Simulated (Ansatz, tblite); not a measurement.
Cost and result up the ladder for CdCl3⁻ (the lowest singlet isomer of a short search) (4 atoms). The state is a singlet with charge -1. Geometry: PBE0-D4/def2-SVPD.

```tsv
atom	x (Å)	y (Å)	z (Å)
Cd1	0.000	0.000	0.000
Cl2	-0.676	-2.301	-0.334
Cl3	2.007	0.501	1.259
Cl4	-1.330	1.800	-0.925
```

Ansatz on 4 threads of Arm Neoverse V1 on a shared host; xTB runs through tblite on one thread. Times are rough, summed over both states, and most runs start from the orbitals of an earlier one. RPA@PBE/def2-TZVPD serves as the yardstick here, not as an exact answer. Differences are given only for rows in sets of like size (and for xTB, whose basis is part of the method), since another set adds its own error. The other state is a triplet at its own geometry.

In the def2 sets Cd takes a core potential, while STO-3G treats all electrons; there is no spin–orbit coupling. The xTB rows come from tblite. LC-ωPBE has ω = 0.4 bohr⁻¹. HSE06 is defined as in plane-wave codes, on full-range PBE exchange. Correlated methods freeze 15 core orbitals; core or outer-core shells of Cd are correlated, in sets that lack core-valence functions. In the triplet, Cl3 and Cl4 lie 2.65 Å apart (atoms count from 1), so these atoms are partly bonded to each other. At PBE0-D4/def2-TZVPD a singlet of charge -1 lies 3.41 eV below the triplet, each at its own geometry. The structure comes from a short search, and lower isomers may exist.

Correlated methods converge slowly with the basis.

xTB has no spin-polarisation term.

```csv
level,functions,triplet − singlet (eV),difference from RPA@PBE/def2-TZVPD (eV),remarks
PBE0-D4/def2-TZVPD,178,3.41,0.00,–
PBE-D4/def2-TZVPD,178,3.14,-0.27,–
B97M-V/def2-TZVPD,178,3.49,0.09,–
revPBE-D4/def2-TZVPD,178,3.08,-0.33,–
r2SCAN-D4/def2-TZVPD,178,3.29,-0.12,–
RPA@PBE/def2-TZVPD,178,3.41,0.00,–
GFN1-xTB,31,3.49,0.08,–
HSE06-D4/def2-TZVPD,178,3.40,-0.01,–
LC-ωPBE/def2-TZVPD (with forces),178,3.80,0.39,–
GFN2-xTB,31,3.24,-0.17,–
HF/STO-3G,54,6.00,–,HOMO above zero (triplet)
BHLYP-D4/def2-TZVPD,178,3.54,0.13,–
```

**Question.** Estimate how long each takes.

**Answer.** GFN1-xTB 0.006 s; GFN2-xTB 0.008 s; HF/STO-3G 0.75 s; PBE-D4/def2-TZVPD 5 s; revPBE-D4/def2-TZVPD 5.4 s; LC-ωPBE/def2-TZVPD (with forces) 7.4 s; HSE06-D4/def2-TZVPD 9.2 s; PBE0-D4/def2-TZVPD 9.3 s; BHLYP-D4/def2-TZVPD 9.9 s; RPA@PBE/def2-TZVPD 11 s; r2SCAN-D4/def2-TZVPD 13 s; B97M-V/def2-TZVPD 19 s. On shared hardware such times vary by a factor of up to 3.
